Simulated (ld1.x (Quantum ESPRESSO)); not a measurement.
## Logarithmic derivatives: Fe, PAW

iron, PAW, made with ld1.x (Quantum ESPRESSO) 7.5 (PBE, scalar-relativistic). Core [Ar], reference 3d6 4s1.5 4p0.5. Waves: 4s (bound): rcut 2.15, rcutus 2.35 bohr; 4s channel at 0.05 Ry: rcut 2.15, rcutus 2.35 bohr; 4p (bound): rcut 1.85, rcutus 2.45 bohr; 4p channel at 1.75 Ry: rcut 1.85, rcutus 2.45 bohr; 3d (bound): rcut 1.20, rcutus 1.55 bohr; 3d channel at 1.8 Ry: rcut 1.20, rcutus 1.55 bohr. Local part: all-electron potential smoothed inside 1.15 bohr (lloc = -2). Core correction: Bessel-smoothed model core, default radius (core density twice the valence density). Augmentation charge: PSQ, radius 1.10 bohr.

The phase is arctan(r·u′/u) with u = r·R(r), unwrapped; energies in Ry, scanned from -3 to 5 Ry. A pole is an energy at which the radial function vanishes at the test radius. The pseudo phase is shifted by a multiple of π to meet the all-electron one at the reference energy, and phase errors are pseudo minus all-electron; the curves can meet again beyond the range given. Levels narrower than the energy grid can be missing from the lists of poles.

```tsv
channel	radius (bohr)	reference energy (Ry)	poles, all-electron	poles, pseudo	unbroken range about the reference energy with phases within 0.05 rad	phase error 1 Ry above the reference energy (rad)
s	2.65	-0.43	1.32	1.32	below 4.7	+0.000
p	2.65	-0.13	2.29	2.29	below 4.0	-0.000
d	2.65	-0.62	-0.50, 3.98	-0.50, 3.98	the whole range	+0.000
```

Phases in the d channel:

```csv
E (Ry),all-electron,pseudo
-3.00,1.356,1.356
-2.76,1.347,1.347
-2.52,1.336,1.336
-2.28,1.324,1.324
-2.04,1.309,1.309
-1.80,1.290,1.290
-1.56,1.265,1.265
-1.32,1.228,1.228
-1.08,1.159,1.159
-0.84,0.939,0.939
-0.60,-1.244,-1.244
-0.36,-1.723,-1.723
-0.12,-1.833,-1.833
0.12,-1.906,-1.906
0.36,-1.981,-1.981
0.60,-2.076,-2.075
0.84,-2.211,-2.211
1.08,-2.431,-2.431
1.32,-2.808,-2.808
1.56,-3.360,-3.360
1.80,-3.856,-3.855
2.04,-4.159,-4.159
2.28,-4.336,-4.336
2.52,-4.447,-4.447
2.76,-4.522,-4.522
3.00,-4.577,-4.577
3.24,-4.620,-4.620
3.48,-4.655,-4.655
3.72,-4.684,-4.684
3.96,-4.710,-4.710
4.20,-4.734,-4.734
4.44,-4.756,-4.756
4.68,-4.779,-4.779
4.92,-4.801,-4.801
```
